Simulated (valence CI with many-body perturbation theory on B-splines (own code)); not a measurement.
# Sb XXX: fill in the table

Level of theory: relativistic CI+MBPT: four valence electrons over a frozen Dirac-Fock core [Ar], a basis of 7 s, 7 p, 8 d, 6 f, 4 g, 1 h functions for each j, with the one-electron correlation potential Σ1 (screened to all orders), the two-electron term Σ2, the three-electron term Σ3, Breit, model QED; selected single and double excitations, second order for the rest, scaled by the run's own slope (own B-spline code, finite nucleus).

No measured spectrum was set against this ion. As an estimate, large intervals hold to a few tenths of a per cent, small ones and those within an open d or f shell to about a per cent. Only levels of the ground parity were solved; by the run's estimate the other parity begins above the list, which can be wrong where configurations are misplaced.

```tsv
Level	E (cm⁻¹)
(3d3/2^4) J=0	0.0
(3d3/2^3 3d5/2) J=1	?
(3d3/2^3 3d5/2) J=2	?
(3d3/2^3 3d5/2) J=3	110040
(3d3/2^3 3d5/2) J=4	?
(3d3/2^2 3d5/2^2) J=0 [a]	159300
(3d3/2^2 3d5/2^2) J=4 [a]	168950
(3d3/2^2 3d5/2^2) J=3 [a]	190420
(3d3/2^2 3d5/2^2) J=2 [a]	193070
(3d3/2^2 3d5/2^2) J=5	204280
(3d3/2^2 3d5/2^2) J=1	209900
(3d3/2^2 3d5/2^2) J=6	218000
(3d3/2^2 3d5/2^2) J=4 [b]	236900
(3d3/2^2 3d5/2^2) J=2 [b]	243210
(3d3/2^2 3d5/2^2) J=3 [b]	?
(3d3/2 3d5/2^3) J=4 [a]	?
(3d3/2 3d5/2^3) J=3 [a]	287260
(3d3/2^2 3d5/2^2) J=2 [c]	290380
(3d3/2 3d5/2^3) J=5	?
(3d3/2 3d5/2^3) J=1 [a]	312210
```

Levels are named by their leading jj configuration (3d3/2^4 stands for four electrons in 3d with j = 3/2), which in mixed levels can hold well under half, so a name can repeat and another be missing. Letters in brackets count levels of one name in rising energy.

Question: The levels stand in rising order. What does the calculation give for the missing energies?

Answer: (3d3/2^3 3d5/2) J=1 53388; (3d3/2^3 3d5/2) J=2 88872; (3d3/2^3 3d5/2) J=4 112170; (3d3/2^2 3d5/2^2) J=3 [b] 248920; (3d3/2 3d5/2^3) J=4 [a] 264350; (3d3/2 3d5/2^3) J=5 305230.
